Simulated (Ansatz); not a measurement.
# CH4Br2Si: structure from calculated spectroscopic constants

These gas-phase data were calculated for one isomer of CH4Br2Si at PBE0-D3(BJ)/def2-SVP (harmonic, unscaled wavenumbers; equilibrium rotational constants with average atomic masses):

```
rotational constants            : 14.48, 0.4828, 0.4713 GHz
all wavenumbers above 1500 cm⁻¹ : 3200, 3118, 2282, 2270
dipole moment                   : 0.49 D (PBE0/def2-TZVPD)
```

Candidates:

(1) `C[SiH](Br)Br`, a singlet
(2) `BrC[SiH2]Br`, a singlet

Q: Which candidate do the data belong to?

A: Candidate (2). 2 modes lie between 2000 and 2380 cm⁻¹, one for each Si–H bond, while (1) has 1.

The same quantities for all candidates:

```
     rotational constants (GHz)  wavenumbers above 1500 cm⁻¹  dipole (D)  E above the lowest, PBE0-D3(BJ)/def2-SVP (kcal/mol)
(1)       3.397, 0.9275, 0.7631       3183, 3175, 3063, 2274        2.01                                                  0.0
(2)       14.48, 0.4828, 0.4713       3200, 3118, 2282, 2270        0.49                                                 38.6
```

Harmonic stretches to hydrogen usually lie a few per cent above observed fundamentals. Each candidate is one conformer. Programs: Ansatz 0.2.0.
